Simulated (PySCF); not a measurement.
H12O6Ti (SMILES [OH2]->[Ti+3](<-[OH2])(<-[OH2])(<-[OH2])(<-[OH2])<-[OH2]), charge +3, doublet, geometry from GFN2-xTB (such geometries of metal compounds can be far from the true shape); HF/STO-3G (PySCF).

Here is a job for PySCF.
```python
from pyscf import gto, scf

mol = gto.Mole()
mol.atom = '''
    Ti    0.000000   -0.000000    0.000000
    O    -0.627959    1.694347   -0.916779
    H    -1.523785    2.085312   -0.970296
    H    -0.072977    2.323388   -1.422996
    O     1.556872    1.053938    0.755640
    H     1.513752    1.939292    1.173063
    H     2.507928    0.826376    0.799576
    O     1.045118   -0.451525   -1.676151
    H     1.965747   -0.768596   -1.776801
    H     0.720005   -0.395730   -2.598724
    O    -1.045118    0.451525    1.676151
    H    -1.965747    0.768596    1.776801
    H    -0.720005    0.395730    2.598724
    O    -1.556872   -1.053938   -0.755640
    H    -1.513752   -1.939292   -1.173063
    H    -2.507928   -0.826376   -0.799576
    O     0.627959   -1.694347    0.916779
    H     0.072977   -2.323388    1.422996
    H     1.523785   -2.085312    0.970296
'''
mol.basis = 'sto-3g'
mol.charge = 3
mol.spin = 1
mol.verbose = 3
mol.build()

mf = scf.UHF(mol)
mf.kernel()
mf.analyze()
```

Write the output that PySCF gives for this input, abridged.


```
converged SCF energy = -1289.32534202705  <S^2> = 0.75174725  2S+1 = 2.0017465
**** MO energy ****
                             alpha | beta                alpha | beta
[...]
To work with the spin densities directly, `use mulliken_meta_spin()` only printing them here.

 ** Mulliken spin pop alpha/beta on meta-lowdin orthogonal AOs **
 ** Mulliken Spin Density (per atom)  **
spin density of  0 Ti =      1.02118
spin density of  1 O =     -0.01396
spin density of  2 H =      0.00426
spin density of  3 H =      0.00617
spin density of  4 O =     -0.01396
spin density of  5 H =      0.00617
spin density of  6 H =      0.00426
spin density of  7 O =     -0.01396
spin density of  8 H =      0.00426
spin density of  9 H =      0.00617
spin density of  10 O =     -0.01396
spin density of  11 H =      0.00426
spin density of  12 H =      0.00617
spin density of  13 O =     -0.01396
spin density of  14 H =      0.00617
spin density of  15 H =      0.00426
spin density of  16 O =     -0.01396
spin density of  17 H =      0.00617
spin density of  18 H =      0.00426
 ** Mulliken pop alpha/beta on meta-lowdin orthogonal AOs **
 ** Mulliken atomic charges   ( Nelec_alpha | Nelec_beta ) **
charge of  0Ti =      1.29844  (    10.86137      9.84019 )
charge of  1O =     -0.24959  (     4.11782      4.13177 )
charge of  2H =      0.26833  (     0.36797      0.36371 )
charge of  3H =      0.26485  (     0.37066      0.36449 )
charge of  4O =     -0.24959  (     4.11782      4.13177 )
charge of  5H =      0.26485  (     0.37066      0.36449 )
charge of  6H =      0.26833  (     0.36797      0.36371 )
charge of  7O =     -0.24959  (     4.11782      4.13177 )
charge of  8H =      0.26833  (     0.36797      0.36371 )
charge of  9H =      0.26485  (     0.37066      0.36449 )
charge of  10O =     -0.24959  (     4.11782      4.13177 )
charge of  11H =      0.26833  (     0.36797      0.36371 )
charge of  12H =      0.26485  (     0.37066      0.36449 )
charge of  13O =     -0.24959  (     4.11782      4.13177 )
charge of  14H =      0.26485  (     0.37066      0.36449 )
charge of  15H =      0.26833  (     0.36797      0.36371 )
charge of  16O =     -0.24959  (     4.11782      4.13177 )
charge of  17H =      0.26485  (     0.37066      0.36449 )
charge of  18H =      0.26833  (     0.36797      0.36371 )

WARN: System has nonzero charge 3; the dipole moment is origin-dependent.
Location of origin: [0. 0. 0.]

Dipole moment(X, Y, Z, Debye):  0.00000, -0.00000,  0.00000
```
